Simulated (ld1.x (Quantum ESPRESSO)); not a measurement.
Transferability test, TM potential for beryllium (Be)

* Element: Be (Z = 4)
* Generator: ld1.x (Quantum ESPRESSO) 7.5
* Type: norm-conserving Troullier–Martins (Kleinman–Bylander form)
* Functional: LDA (PZ)
* Relativity: non-relativistic
* Frozen core: [He]
* Valence charge: 2
* Reference configuration: 2s2 2p0
* Partial waves: 2p (bound, empty): rc 3.40 bohr; 3d channel at 0.3 Ry: rc 2.70 bohr; 2s (bound): rc 2.30 bohr
* Local potential: the s channel
* Core correction: none

Energies are relative to the spin-unpolarised reference configuration 2s2 2p0; without spin polarisation the order of configurations can differ from experiment. Spin-polarised rows fill each open shell by Hund’s rule, majority spin first.

Give the all-electron excitation energy and the error of the potential for: 2s1 2p0; 2s1.5 2p0; 2s1 2p1; 2s0 2p2; 2s0 2p1; 2s1 2p0 (spin-polarised); 2s1.5 2p0 (spin-polarised).

```json
{"valence configuration": "2s1 2p0", "charge": "+1", "ΔE all-electron (eV)": "9.518", "error AE − PS (meV)": "+18"}
{"valence configuration": "2s1.5 2p0", "charge": "+0.5", "ΔE all-electron (eV)": "3.751", "error AE − PS (meV)": "+3.0"}
{"valence configuration": "2s1 2p1", "charge": "0", "ΔE all-electron (eV)": "3.517", "error AE − PS (meV)": "-6.1"}
{"valence configuration": "2s0 2p2", "charge": "0", "ΔE all-electron (eV)": "7.067", "error AE − PS (meV)": "-23"}
{"valence configuration": "2s0 2p1", "charge": "+1", "ΔE all-electron (eV)": "13.330", "error AE − PS (meV)": "-62"}
{"valence configuration": "2s1 2p0 (spin-polarised)", "charge": "+1", "ΔE all-electron (eV)": "9.043", "error AE − PS (meV)": "+71"}
{"valence configuration": "2s1.5 2p0 (spin-polarised)", "charge": "+0.5", "ΔE all-electron (eV)": "3.671", "error AE − PS (meV)": "+8.9"}
```
